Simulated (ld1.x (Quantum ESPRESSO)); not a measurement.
Which change was made? (Be, RRKJ)

Be (Z = 4), norm-conserving RRKJ (Kleinman–Bylander form), made with ld1.x (Quantum ESPRESSO) 7.5 (PBEsol, non-relativistic). Core none, reference 1s2 2s2 2p0. Waves: 1s (bound): rc 0.40 bohr; 3d channel at 0.2 Ry: rc 4.20 bohr; 2p (bound, empty): rc 4.20 bohr. Local part: the p channel. Core correction: none. rho0 = 0.02.

Occupied shells without a wave of their own: 2s. They enter only through the test configuration that unscreens the potential.

Cutoffs, loose and tight: the cutoffs (Ry, on a coarse ladder) from which the occupation-weighted sum of valence levels, in a spherical-Bessel basis at the reference potential, stays within 10 and 1 mRy of its value at 400 Ry. They do not see the model core or the augmentation charge, which bear on the density cutoff. Test errors are all-electron minus pseudo excitation energies from the reference, over the configurations 1s2 2s1 2p0; 1s2 2s0 2p0; 1s2 2s1.5 2p0; 1s2 2s0 2p2; 1s1 2s2 2p0; 1s2 2s1 2p1; 1s2 2s0 2p1; variants that change the core or the reference have their own tests.

The base gives: outcome: generated, misses its reference levels by 0.69 eV; bound ghosts: not determined; largest test error (meV): -1835.

After one change the result is: outcome: generated, misses its reference levels by 0.66 eV; bound ghosts: not determined; largest test error (meV): -1737. Which change was it?
A. wave 1s (bound): rc 0.40 bohr becomes 1s (bound): rc 0.54 bohr
B. wave 1s (bound): rc 0.40 bohr becomes 1s (bound): rc 0.60 bohr
C. wave 1s (bound): rc 0.40 bohr becomes 1s (bound): rc 0.26 bohr

B. The others give: wave 1s (bound): rc 0.40 bohr becomes 1s (bound): rc 0.26 bohr → outcome: generated, misses its reference levels by 0.70 eV; bound ghosts: not determined; largest test error (meV): -1856 | wave 1s (bound): rc 0.40 bohr becomes 1s (bound): rc 0.54 bohr → outcome: generated, misses its reference levels by 0.67 eV; bound ghosts: not determined; largest test error (meV): -1779.
